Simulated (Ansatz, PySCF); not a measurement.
Pb(OMe)(NH2) (CH5NOPb), SMILES C[O][Pb][NH2] (connectivity only; charge and spin as stated), neutral, multiplicity 1.

Coordinates come from a PBE0-D3(BJ)/def2-SVP optimisation. The def2 effective core potentials stand for the cores of Pb; spin–orbit coupling is left out. The values are those of a single conformer.

Vertical ionisation energy (IE) and electron affinity (EA) in eV. Rows of orbital energies are one-electron estimates. Where ΔSCF, EOM or ADC give a negative EA the extra electron is unbound and the value depends on the basis.

| level | IE | EA |
|---|---|---|
| −ε(HOMO), −ε(LUMO), ωB97X/def2-TZVP (PySCF) | 9.20 | -0.02 |
| −ε(HOMO), −ε(LUMO), PBE/def2-TZVP (PySCF) | 5.44 | 2.33 |
| ΔSCF, CAM-B3LYP/def2-SVPD (Ansatz), final states of multiplicity 2 and 2 | 8.95 | 0.13 |
| ΔSCF, PBE/def2-SVPD (Ansatz), final states of multiplicity 2 and 2 | 8.43 | -0.07 |

What vertical singlet–triplet gap does ΔSCF give with CAM-B3LYP/def2-SVPD (Ansatz, a program for electronic structure) and with PBE/def2-SVPD (Ansatz)? (An estimate is asked for; the answer gives what the named calculation found.)

3.62 and 3.32 eV (triplet above singlet where positive).
